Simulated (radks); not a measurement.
Task: Method: scalar-relativistic Kohn-Sham, LDA (Slater exchange, VWN5 correlation), spin-polarised, spherical densities, finite nucleus; open shells are filled with parallel spins first (spin-orbit coupling, left out, can overturn this in heavy ions); Fermi nuclear charge, rms radius of each element as measured or else 0.836 A^(1/3) + 0.57 fm; computed with a radial shooting solver on a logarithmic mesh with Libxc functionals. Response by self-consistent Sternheimer equations with the Hartree and adiabatic LDA kernel, the relativistic mass of each level held fixed and spin-orbit coupling left out. For heavy and open-shell atoms this level of theory can miss by tens of per cent. Estimate the static dipole polarisabilities of Pt+ ([Xe] 4f14 5d9) and Sm+ ([Xe] 4f6 6s1) and the C6 coefficients of the three pairs.

Result: alpha = 16.12 and 75.04 bohr^3; C6 = 121.5 (Pt+-Pt+), 244.4 (Pt+-Sm+), 661.5 (Sm+-Sm+) hartree bohr^6.
